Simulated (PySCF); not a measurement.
Si³⁺ (silicon, charge +3) across methods

[Ne] 3s1, 2S determinant. Calculation: PySCF 2.14, in aug-cc-pVQZ-DK (7s6p4d3f2g, 84 functions); the spin-free X2C one-electron Hamiltonian (Gaussian nucleus).

```csv
method,E (hartree),mean ε 2p α (eV),mean ε 2p β (eV),mean ε 3s α (eV),Σ⟨r²⟩ (bohr²),⟨S²⟩
wB97X-V,-287.8173,-139.54,-139.29,-43.941,6.839,0.750
r2SCAN,-287.8327,-134.36,-134.09,-40.677,6.812,0.750
PBE,-287.7069,-132.51,-132.18,-40.410,6.808,0.750
LDA,-286.6758,-132.58,-132.28,-40.525,6.796,0.750
PBE0,-287.7352,-137.75,-137.42,-41.618,6.812,0.750
UHF,-287.42236,-152.26,-151.88,-44.763,6.866,0.750
revPBE,-287.8045,-132.41,-132.11,-40.346,6.816,0.750
CAM-B3LYP,-287.8580,-138.95,-138.66,-43.237,6.789,0.750
```

Task: Estimate the same row for TPSS.

Result: E (hartree) = -287.8730; mean ε 2p α (eV) = -132.94; mean ε 2p β (eV) = -132.64; mean ε 3s α (eV) = -40.359; Σ⟨r²⟩ (bohr²) = 6.814; ⟨S²⟩ = 0.750.
